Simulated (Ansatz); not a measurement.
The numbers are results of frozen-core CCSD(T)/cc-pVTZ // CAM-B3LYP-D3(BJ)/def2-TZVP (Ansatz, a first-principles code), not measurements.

Ansatz 0.2 input:
```yaml
crystal:
  periodic: [false, false, false]
  atoms:
    - { symbol: C, position_ang: [-1.363622, 0.512114, -0.308203] }
    - { symbol: C, position_ang: [-0.550661, -0.435595, 0.142928] }
    - { symbol: B, position_ang: [0.961346, -0.288595, 0.18712] }
    - { symbol: N, position_ang: [2.189264, -0.17767, 0.226438] }
    - { symbol: H, position_ang: [-0.988765, 1.459005, -0.676242] }
    - { symbol: H, position_ang: [-2.438139, 0.377838, -0.32717] }
    - { symbol: H, position_ang: [-0.98455, -1.364347, 0.49929] }
    - { symbol: H, position_ang: [3.175125, -0.082749, 0.255838] }
basis:
  gaussian: { orbitals: cc-pVTZ }
correlation:
  method: ccsd_t
```

Output:

```
Functional definition: HF
1014 factors; integrals over basis functions are off by at most 1.2e-3 eV
mean field evaluation 1: about -4274.9427 eV, gradient 4.2e1 eV
mean field evaluation 2: about -4274.9468 eV, gradient 4.2e1 eV
mean field evaluation 4: about -4278.8668 eV, gradient 4.4e0 eV
mean field evaluation 8: about -4278.9302 eV, gradient 2.1e-4 eV
mean field evaluation 16: about -4278.9263 eV, gradient 2.3e-1 eV
mean field -4278.93022922 eV, -157.2477855609 hartree, gradient 2.8e-6 eV, S^2 0.000000; 0 other end points of the search recorded, 0 dependent functions left out
4 core orbitals not correlated
reference -4278.93022922 eV, -157.2477855609 hartree; 10, 10 occupied and 162, 162 virtual orbitals, 1014 factors
second order -16.73201407 eV of doubles, -0.00000000 eV of singles
cycle   1  -16.84979443 eV  change   -1.2e-1 eV  update   9.8e-2
cycle   2  -17.28393699 eV  change   -4.3e-1 eV  update   3.2e-2
cycle   3  -17.40638732 eV  change   -1.2e-1 eV  update   1.8e-2
cycle   4  -17.40014601 eV  change    6.2e-3 eV  update   4.9e-3
cycle   5  -17.39919416 eV  change    9.5e-4 eV  update   2.4e-3
cycle   6  -17.40035463 eV  change   -1.2e-3 eV  update   6.9e-4
cycle   7  -17.40017626 eV  change    1.8e-4 eV  update   3.3e-4
cycle   8  -17.40012650 eV  change    5.0e-5 eV  update   1.2e-4
cycle   9  -17.40013708 eV  change   -1.1e-5 eV  update   4.0e-5
cycle  10  -17.40012437 eV  change    1.3e-5 eV  update   1.5e-5
perturbative correction -0.83490563 eV, -0.0306822162 hartree
Total energy: -4297.16525923 eV, -157.9179105534 hartree
```

Cost: very roughly 70 core-seconds.
